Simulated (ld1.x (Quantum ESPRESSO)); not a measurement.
Values are calculated unless marked as measured or tabulated.
**Potentials for aluminium compared**

Generated with ld1.x 7.5 (TM, RRKJ, ultrasoft, PAW), atompaw 4.2 or ONCVPSP 4.0.1. The cutoff is in Ry: for ld1.x and atompaw files where the sum of valence levels is converged to 10 mRy in a Bessel basis, for ONCV files where the hardest occupied wave has 1 mHa per electron of residual kinetic energy. The error is the largest all-electron minus pseudo excitation energy over each file’s own four to seven test configurations (ionisations up to +4, promotions, holes and added fractions of an electron), all of which were solved. The labels leave out finer settings (local radius, basis sizes, second energies), which also bear on the numbers. Spin-polarised tests are not counted. The rows are a selection from randomly drawn settings: files with unsolved tests, undetermined cutoffs or missed reference levels are left out.

```csv
potential,cutoff (Ry),largest error (meV),bound ghosts
"TM, LDA (PZ), scalar-relativistic, rc 1.45/2.50/1.90 (spd), local s, core correction yes, reference 3s2 3p1",35,+17,none
"TM semilocal, PBEsol, non-relativistic, rc 1.45/1.65 (sp), local s, core correction yes, reference 3s2 3p1",35,+13,none
"ultrasoft, BLYP, non-relativistic, rc 1.80/2.20/1.65 (spd), local smoothed, core correction no, reference 3s2 3p0.5",8,+86,none
"PAW, PBE, non-relativistic, rc 2.15/1.80 (sp), local smoothed, core correction yes, reference 3s2 3p1",6,-18,none
"TM, LDA (PZ), non-relativistic, rc 1.40/1.90/1.45 (spd), local p, core correction yes, reference 3s2 3p0.5",35,-19,none
"TM, LDA (PZ), non-relativistic, rc 1.70/2.25 (sp), local p, core correction no, reference 3s1 3p0",10,+114,none
"RRKJ, LDA (PZ), non-relativistic, rc 1.55/2.35/2.45 (spd), local s, core correction yes, reference 3s1 3p0",18,+34,none
```

Fill in the row for Al: PAW, LDA (PZ), scalar-relativistic, rc 2.25/3.15 (sp), local smoothed, core correction yes, reference 3s2 3p1.

cutoff 6 Ry, largest error -25 meV, bound ghosts: none.
